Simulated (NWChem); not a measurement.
System: CH₃BeBr; SMILES [Be]([Br])[CH3]

Here is an NWChem input.

```
start job
memory heap 200 mb stack 900 mb global 1100 mb
geometry units angstroms noautosym nocenter noautoz
  Be    -0.000100    -1.120062     0.000614
  Br     0.000837     0.850650     0.000176
  C     -0.000373    -2.797475    -0.000982
  H     -0.761403    -3.206606    -0.679064
  H     -0.206383    -3.209701     0.995888
  H      0.966698    -3.207161    -0.322317
end
basis spherical
  Be library pcsseg-1
  Br library pcsseg-1
  C library pcsseg-1
  H library pcsseg-1
end
dft
  xc xpbe96 cpbe96
  iterations 150
end
property
  shielding 4 1 2 3 4
  efieldgrad
end
task dft property
```

NWChem printed, in part:

```
             Northwest Computational Chemistry Package (NWChem) 7.3.0
             --------------------------------------------------------

                             Geometry "geometry" -> ""
                             -------------------------

 Output coordinates in angstroms (scale by  1.889725989 to convert to a.u.)

  No.       Tag          Charge          X              Y              Z
 ---- ---------------- ---------- -------------- -------------- --------------
    1 Be                   4.0000    -0.00010000    -1.12006200     0.00061400
    2 Br                  35.0000     0.00083700     0.85065000     0.00017600
    3 C                    6.0000    -0.00037300    -2.79747500    -0.00098200
    4 H                    1.0000    -0.76140300    -3.20660600    -0.67906400
    5 H                    1.0000    -0.20638300    -3.20970100     0.99588800
    6 H                    1.0000     0.96669800    -3.20716100    -0.32231700

 Effective nuclear repulsion energy (a.u.)     101.2103536235

  pbe96 is a nonlocal functional; adding pw91lda local functional.
                              NWChem Property Module
                              ----------------------

  itol2e modified to match energy
  convergence criterion.

                                 NWChem DFT Module
                                 -----------------

 Summary of "ao basis" -> "ao basis" (spherical)
 ------------------------------------------------------------------------------
       Tag                 Description            Shells   Functions and Types
 ---------------- ------------------------------  ------  ---------------------
 Be                         pcsseg-1                 6       12   3s3p
 Br                         pcsseg-1                15       41   5s7p3d
 C                          pcsseg-1                 7       17   3s3p1d
 H                          pcsseg-1                 3        5   2s1p

  itol2e modified to match energy
  convergence criterion.

[...]

          -----------------------------------------
          Chemical Shielding Tensors (GIAO, in ppm)
          -----------------------------------------

                                NWChem CPHF Module
                                ------------------

  scftype          =     RHF
  nclosed          =       24
  nopen            =        0
  variables        =     1464
  # of vectors     =        3
  tolerance        = 0.10D-03
  level shift      = 0.00D+00
  max iterations   =       50
  max subspace     =       30

 SCF residual:    1.0764240443211585E-004

Iterative solution of linear equations
  No. of variables     1464
  No. of equations        3
  Maximum subspace       30
        Iterations       50
       Convergence  1.0D-04

   iter   nsub   residual    time
   ----  ------  --------  ---------
     1      3    7.11D-05      15.1

      Atom:    1  Be
        Diamagnetic
    133.1451      0.0123      0.0000
      0.0123    166.1983      0.0056
      0.0000      0.0056    133.1450

        Paramagnetic
    -92.4019      0.0318      0.0004
      0.0318     -1.4038      0.0219
      0.0004      0.0219    -92.4030

        Total Shielding Tensor
     40.7432      0.0441      0.0004
      0.0441    164.7944      0.0275
      0.0004      0.0275     40.7420

           isotropic =      82.0932
          anisotropy =     124.0519

          Principal Components and Axis System
                 1           2           3
              164.7945     40.7433     40.7419

      1         0.0004      0.9545     -0.2983
      2         1.0000     -0.0004     -0.0001
      3         0.0002      0.2983      0.9545

      Atom:    2  Br
        Diamagnetic
   3124.8194      0.0024     -0.0000
      0.0024   3127.6542     -0.0047
     -0.0000     -0.0047   3124.8195

        Paramagnetic
   -805.9374      0.3260     -0.0282
      0.3260    -17.3703     -0.0014
     -0.0282     -0.0014   -805.8081

        Total Shielding Tensor
   2318.8820      0.3284     -0.0282
      0.3284   3110.2839     -0.0060
     -0.0282     -0.0060   2319.0114

           isotropic =    2582.7258
          anisotropy =     791.3374

          Principal Components and Axis System
                 1           2           3
             3110.2840   2319.0172   2318.8760

      1         0.0004     -0.2038      0.9790
      2         1.0000      0.0001     -0.0004
      3        -0.0000      0.9790      0.2038

      Atom:    3  C
        Diamagnetic
    249.4307      0.0014      0.0004
      0.0014    257.4399      0.0070
      0.0004      0.0070    249.4285

        Paramagnetic
    -56.4184      0.0022      0.0040
      0.0022    -55.5328     -0.0184
      0.0040     -0.0184    -56.4288

        Total Shielding Tensor
    193.0123      0.0036      0.0044
      0.0036    201.9071     -0.0114
      0.0044     -0.0114    192.9997

           isotropic =     195.9730
          anisotropy =       8.9011

          Principal Components and Axis System
                 1           2           3
              201.9071    193.0137    192.9983

      1         0.0004      0.9531     -0.3025
      2         1.0000     -0.0000      0.0013
      3        -0.0013      0.3025      0.9531

      Atom:    4  H
        Diamagnetic
     30.3427      4.6319      6.0323
      4.6319     29.6642      4.1285
      6.0323      4.1285     28.9474

        Paramagnetic
      2.1623     -1.4532     -1.8320
     -1.4532      1.7045     -1.2969
     -1.8320     -1.2969      2.5861

[...]
```

Level: PBE/pcSseg-1, GIAO. The geometry was optimised at B3LYP/6-31G* (spherical d). NWChem prints the field gradient with the sign opposite to the second derivative of the potential. The printed shielding anisotropy is the first printed principal value minus the mean of the other two.
